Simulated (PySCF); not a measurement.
Calculation: r2SCAN-D4/def2-TZVP // r2SCAN-D4/def2-SVP in PySCF. Gas-phase values, no solvent. 

Reference species (SMILES): `[SiH3][SnH2][SiH3]` (neutral, multiplicity 1).

| Quantity | Value |
|---|---|
| dipole moment | 0.15 D |

Changed species: `[SiH3][SnH]([SiH3])[SiH3]` (whole molecule; the reference has whole molecule).

**Question.** Predict the effect on the dipole moment.

**Answer.** the dipole moment falls by 0.13 D, to 0.02 D.
